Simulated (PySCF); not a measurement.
## Calculated data, BGeH5O2, CH5BGe, BGeH3O

All values are calculated (PySCF 2.14.0). Calculation on a computer-drawn molecule: optimised geometry and harmonic frequencies of an isolated molecule of the commonest isotopes, restricted reference for singlets and unrestricted otherwise, frozen core in MP2; on germanium a core potential holds 10 electrons, which the energies leave out, and 3d is frozen in MP2 and coupled-cluster steps.

Common to all runs: charge 0; multiplicity 1; basis cc-pVDZ; basis and core potential on germanium cc-pVDZ-PP ECP10MDF.

(1) BGeH5O2

Start structure:
```xyz
9
BGeH5O2
B      2.3270    -1.2163    -2.7857
Ge     0.6565    -1.1536    -1.6462
O      1.2791    -0.9649     0.0085
O     -0.4582     0.2180    -1.9037
H      2.8750    -2.2111    -3.0852
H      2.7671    -0.1570    -3.1918
H     -0.4457    -2.2447    -1.6219
H      0.6493    -0.8059     0.7029
H     -0.0260     1.0458    -1.9506
```

* method: HF
* rotational constants: 5.643, 5.002, 3.305 GHz
* total energy: -470.7165 hartree
* convergence status largest gradient component: 7.24e-06 hartree/bohr

Drawn bonds:
```tsv
atom	other atom	order
1	2	1
2	3	1
2	4	1
1	5	1
1	6	1
2	7	1
3	8	1
4	9	1
```

Optimised structure:
```xyz
9
BGeH5O2
B      2.3041    -1.1883    -2.8003
Ge     0.6114    -1.1260    -1.5926
O      1.2835    -0.9176     0.0453
O     -0.4579     0.2511    -1.9578
H      2.8081    -2.2278    -3.1114
H      2.8058    -0.1691    -3.1791
H     -0.3532    -2.3096    -1.6164
H      0.6441    -0.8922     0.7433
H     -0.0218     1.0899    -2.0047
```

Modes:
```tsv
frequency (cm⁻¹)	reduced mass (dalton)
93.59	1.114
166.3	3.253
200.4	2.496
232	1.904
266.8	1.352
350.8	1.577
583.5	4.362
654.8	1.2
730.3	11.05
734.8	8.833
792.9	1.08
832.9	1.136
944.9	1.169
966.5	1.158
975.2	1.256
1264	1.146
2254	1.02
2696	1.052
2784	1.127
4150	1.067
4154	1.067
```

(2) CH5BGe

Start structure:
```xyz
8
CH5BGe
B      2.2959    -0.1417    -0.8601
Ge     0.7271    -0.4464    -1.9688
C     -0.5958    -1.6332    -1.7158
H      3.1127     0.6598    -1.1116
H      2.4394    -0.8659     0.0758
H      0.4345     0.3281    -3.2132
H     -0.5545    -2.3367    -0.8447
H     -1.4415    -1.8141    -2.3043
```

* method: HF
* rotational constants: 19.83, 6.026, 4.622 GHz
* total energy: -358.7488 hartree
* convergence status largest gradient component: 2.476e-05 hartree/bohr

Drawn bonds:
```tsv
atom	other atom	order
1	2	1
2	3	2
1	4	1
1	5	1
2	6	1
3	7	1
3	8	1
```

Optimised structure:
```xyz
8
CH5BGe
B      2.2906    -0.1844    -0.8498
Ge     0.6518    -0.4350    -2.0547
C     -0.5717    -1.6659    -1.6786
H      3.1279     0.6379    -1.0824
H      2.4025    -0.8874     0.1120
H      0.4399     0.4223    -3.2982
H     -0.4690    -2.3017    -0.8065
H     -1.4541    -1.8359    -2.2844
```

Modes:
```tsv
frequency (cm⁻¹)	reduced mass (dalton)
170.7	2.536
184.4	1.14
342.4	1.109
581.2	3.073
612.1	1.212
714.6	1.054
781.4	1.274
864.2	2.068
869.9	1.189
900.2	1.651
963.5	1.3
1254	1.142
1508	1.176
2247	1.02
2697	1.05
2790	1.129
3301	1.055
3404	1.115
```

(3) BGeH3O

Start structure:
```xyz
6
BGeH3O
B      0.9744     1.4790     1.4640
Ge     0.0562     0.1957     0.1548
O      0.4103    -1.2930     0.2888
H      1.9781     1.8672     1.1912
H      0.5032     1.7656     2.4536
H     -0.9179     0.7025    -0.9202
```

- method: HF
- rotational constants: 23.99, 5.996, 5.002 GHz
- total energy: -394.5854 hartree
- convergence status largest gradient component: 6.581e-06 hartree/bohr

Drawn bonds:
```tsv
atom	other atom	order
1	2	1
2	3	2
1	4	1
1	5	1
2	6	1
```

Optimised structure:
```xyz
6
BGeH3O
B      0.9827     1.4998     1.4577
Ge     0.0796     0.1408     0.1696
O      0.3303    -1.4626     0.2202
H      2.0309     1.9946     1.1675
H      0.4541     1.7895     2.4895
H     -0.8732     0.7550    -0.8723
```

Modes:
```tsv
frequency (cm⁻¹)	reduced mass (dalton)
152.5	1.091
178.3	4.92
420.3	1.1
564.2	4.527
683.9	1.26
772.6	1.098
962.2	1.327
1042	16.9
1243	1.141
2189	1.02
2709	1.05
2806	1.128
```

(4) BGeH3O

Start structure:
```xyz
6
BGeH3O
B      0.9827     1.4998     1.4577
Ge     0.0796     0.1408     0.1696
O      0.3303    -1.4626     0.2202
H      2.0309     1.9946     1.1675
H      0.4541     1.7895     2.4895
H     -0.8732     0.7550    -0.8723
```

- method: MP2
- rotational constants: 22.54, 5.906, 4.876 GHz
- total energy: -394.9550 hartree
- convergence status largest gradient component: 8.665e-06 hartree/bohr

Drawn bonds:
```tsv
atom	other atom	order
1	2	1
2	3	2
1	4	1
1	5	1
2	6	1
```

Optimised structure:
```xyz
6
BGeH3O
B      0.9803     1.5092     1.4564
Ge     0.0706     0.1599     0.1618
O      0.3419    -1.4938     0.2291
H      2.0446     1.9956     1.1761
H      0.4600     1.7896     2.5044
H     -0.8930     0.7566    -0.8956
```

Modes:
```tsv
frequency (cm⁻¹)	reduced mass (dalton)
65.44	1.071
153	4.845
375.5	1.123
551	4.552
644.3	1.243
717	1.102
923.8	1.476
941	7.182
1189	1.14
2111	1.02
2650	1.051
2752	1.128
```
